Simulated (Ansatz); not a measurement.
Coupled-cluster run, `B1CC[SiH2]1`.

```yaml
crystal:
  periodic: [false, false, false]
  atoms:
    - {symbol: B, position_ang: [-0.591788, 0.743803, -1.006188]}
    - {symbol: C, position_ang: [-0.355518, 0.908560, 0.539631]}
    - {symbol: C, position_ang: [0.692086, -0.209550, 0.806717]}
    - {symbol: Si, position_ang: [0.158315, -1.119603, -0.781095]}
    - {symbol: H, position_ang: [-0.993826, 1.534088, -1.804638]}
    - {symbol: H, position_ang: [-1.326442, 0.607828, 0.974844]}
    - {symbol: H, position_ang: [-0.142664, 1.897074, 0.960512]}
    - {symbol: H, position_ang: [1.705099, 0.183812, 0.689044]}
    - {symbol: H, position_ang: [0.631972, -0.701934, 1.777895]}
    - {symbol: H, position_ang: [1.193729, -1.771313, -1.634419]}
    - {symbol: H, position_ang: [-0.905563, -2.129567, -0.501703]}
basis:
  gaussian: {orbitals: def2-TZVPP}
correlation: {method: ccsd_t}
output: {orbitals: {seedname: orbitals}}
```

```sh
$ ansatz run in.yaml --threads 2 --pin off --events-out ev --progress --plain --max-ram 4352MiB
```

The program prints (abridged):

```
Functional definition: HF
1341 factors; integrals over basis functions are off by at most 1.1e-3 eV
mean field evaluation 1: about -10701.6752 eV, gradient 3.4e1 eV
mean field evaluation 2: about -10701.8815 eV, gradient 3.4e1 eV
mean field evaluation 4: about -10705.3516 eV, gradient 3.9e0 eV
mean field evaluation 8: about -10705.4206 eV, gradient 1.4e-1 eV
mean field -10705.42077313 eV, -393.4169570177 hartree, gradient 2.0e-6 eV, S^2 0.000000; 0 other end points of the search recorded, 0 dependent functions left out
8 core orbitals not correlated: weight in the atoms' cores, before any rotation towards them, 1.000 or more for the frozen orbitals, at most 0.000 for the correlated occupied ones
reference -10705.42077313 eV, -393.4169570177 hartree; 11, 11 occupied and 214, 214 virtual orbitals, 1341 factors
second order -15.30610955 eV of doubles, -0.00000000 eV of singles
cycle   1  -16.18402508 eV  change   -8.8e-1 eV  update   8.7e-2
cycle   2  -16.64331331 eV  change   -4.6e-1 eV  update   2.6e-2
cycle   3  -16.70051093 eV  change   -5.7e-2 eV  update   1.1e-2
cycle   4  -16.69506478 eV  change    5.4e-3 eV  update   3.4e-3
cycle   5  -16.69477769 eV  change    2.9e-4 eV  update   1.5e-3
cycle   6  -16.69456721 eV  change    2.1e-4 eV  update   5.4e-4
cycle   7  -16.69447269 eV  change    9.5e-5 eV  update   2.0e-4
cycle   8  -16.69453761 eV  change   -6.5e-5 eV  update   8.3e-5
cycle   9  -16.69454015 eV  change   -2.5e-6 eV  update   3.5e-5
cycle  10  -16.69452560 eV  change    1.5e-5 eV  update   1.6e-5
perturbative correction -0.68116729 eV, -0.0250324361 hartree
Total energy: -10722.79646602 eV, -394.0555019538 hartree
```

Run time 6.1 min (2 threads of an Arm Neoverse V2 on a shared host); peak host memory 1.7 GiB.

The correlation energy is -17.376 eV, 3.9 % of it from (T); the T1 diagnostic reads 0.0117.
